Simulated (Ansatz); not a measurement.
A made-up structure of CH3Te, doublet:

C1  (-0.299, -0.634, 0.080)
Te2  (1.315, 0.592, -0.110)
H3  (-1.304, -0.240, 0.063)
H4  (-0.125, -1.696, 0.181)
H5  (0.037, 0.293, 0.468)
(Å)

It is relaxed with PBE-D4/def2-SVP and then PBE0-D4/def2-TZVP (Ansatz 0.2.0). Atoms count as bonded within 1.22 times the sum of their covalent radii (H–H: 0.88 Å). The end point is not checked to be a true minimum.

(1) Does its bonding change? (A judgement: the text doesn't fix the answer.)

Answers

(1) Computed: Yes. Formed: none; broken: Te2–H5.

Where it ends: The first stage lowers the energy by 4.40 eV in 11 steps. It ends as CH₃Te ([CH3][Te]):
| atom | x (Å) | y (Å) | z (Å) |
| --- | --- | --- | --- |
| C1 | -0.2456 | -0.4454 | 0.2147 |
| Te2 | 1.4173 | 0.5518 | -0.6820 |
| H3 | -1.1589 | -0.2063 | -0.3248 |
| H4 | -0.0693 | -1.5180 | 0.2392 |
| H5 | -0.3203 | -0.0677 | 1.2358 |

Labels in which every atom is bracketed show which atoms are joined, not bond orders.

For scale, one of the runs: PBE0-D4/def2-TZVP relaxation, 99 basis functions, launched by `ansatz run in.yaml --threads 2 --pin off --events-out ev --progress --plain --max-ram 4352MiB`. The run took about 44 s on 2 CPU threads of an Arm Neoverse V2 (shared host).
